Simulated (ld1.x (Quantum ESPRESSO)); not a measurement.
# Configuration tests for calcium (Ca) (RRKJ)

- Element: Ca
- Generator: ld1.x (Quantum ESPRESSO) 7.5
- Type: norm-conserving RRKJ (Kleinman–Bylander form)
- Functional: PBE
- Relativity: scalar-relativistic
- Frozen core: [Ne]
- Valence charge: 10
- Reference configuration: 3s2 3p6 3d0 4s1 4p0 (charge +1)
- Partial waves: 3p (bound): rc 2.05 bohr; 3d (bound, empty): rc 1.35 bohr; 3s (bound): rc 1.85 bohr
- Local potential: the s channel
- Core correction: a·sin(br)/r model core inside 1.00 bohr

Occupied shells without a wave of their own: 4s. They enter only through the test configuration that unscreens the potential, and ld1.x also counts them in the model core charge.

Energies are relative to the spin-unpolarised reference configuration 3s2 3p6 3d0 4s1 4p0; without spin polarisation the order of configurations can differ from experiment.

ld1.x takes every shell without a wave as core, so the model core holds the 4s electrons as well and exchange and correlation see them twice. This cancels in the reference configuration, but the file is broken for other ones, and its errors say nothing about a proper core correction.

```csv
valence configuration,charge,ΔE all-electron (eV),error AE − PS (meV)
3s2 3p6 3d0 4s2 4p0,0,-6.309,+282
3s2 3p6 3d0 4s0 4p0,+2,11.821,-948
3s2 3p6 3d0 4s1.5 4p0,+0.5,-3.806,+207
3s2 3p6 3d0.5 4s1.5 4p0,0,-5.256,+105
3s2 3p6 3d0 4s1 4p1,0,-3.888,-75
3s2 3p6 3d0 4s0 4p2,0,-1.358,-548
3s2 3p6 3d1 4s0 4p0,+1,1.379,-446
```

The potential misses its own reference levels by up to 0.6 eV.
